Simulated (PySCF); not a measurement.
**Deprotonation enthalpy (ΔH): calculation against experiment**

Calculations with PySCF, energy level // structure level as listed; thermal terms at 298.15 K and 1 bar from unscaled harmonic frequencies at the structure level, or from GFN2-xTB where marked †. The prefix ma- adds diffuse s and p functions on all atoms but H.

| molecule | level | computed / kJ/mol | measured / kJ/mol | difference |
| --- | --- | --- | --- | --- |
| 4-(trifluoromethyl)benzoic acid, `O=C(O)c1ccc(C(F)(F)F)cc1` (C8H5F3O2) | ωB97X-D3(BJ)/ma-def2-SVP // PBE0-D3(BJ)/ma-def2-SVP† | 1392 | 1390 | 2 |
| `C=Cc1ccccc1` (C8H8) | PBE0-D3(BJ)/ma-def2-SVP // GFN2-xTB† | 1639 | 1636 | 3 |
| cyclopentane, `C1CCCC1` (C5H10) | ωB97X-D3(BJ)/ma-def2-SVP // PBE0-D3(BJ)/def2-SVP | 1749 | 1746 | 3 |

Measured values: NIST Chemistry WebBook, evaluated or the median of agreeing entries. Evaluated proton affinities, basicities and acidities carry uncertainties of about 8 kJ/mol, some more.

**Question.** What do calculation (ωB97X-D3(BJ)/ma-def2-SVP // PBE0-D3(BJ)/ma-def2-SVP†) and experiment give for 4-fluoroanisole, `COc1ccc(F)cc1` (C7H7FO)?

**Answer.** Computed 1630 kJ/mol, measured 1618 kJ/mol.
